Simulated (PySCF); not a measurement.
C₄H₅BFN, SMILES C#CB(F)/C=N/C.

Coordinates come from a B3LYP-D3(BJ)/def2-SVP optimisation. The structure was generated by enumeration; whether it is a known compound was not checked. The values are those of a single conformer.

Calculation: ωB97X/def2-TZVP (PySCF).

Symmetry labels are those of the subgroup Cs that the program uses (full group Cs).

Computed valence orbital energies around the gap with their symmetry:
```tsv
orbital	symmetry	energy (eV)
HOMO−7	A'	-15.58
HOMO−6	A"	-15.01
HOMO−5	A'	-14.33
HOMO−4	A'	-12.50
HOMO−3	A"	-11.59
HOMO−2	A"	-11.03
HOMO−1	A'	-11.03
HOMO	A'	-9.93
LUMO	A"	-0.27
LUMO+1	A'	2.50
LUMO+2	A"	2.58
LUMO+3	A'	3.14
```
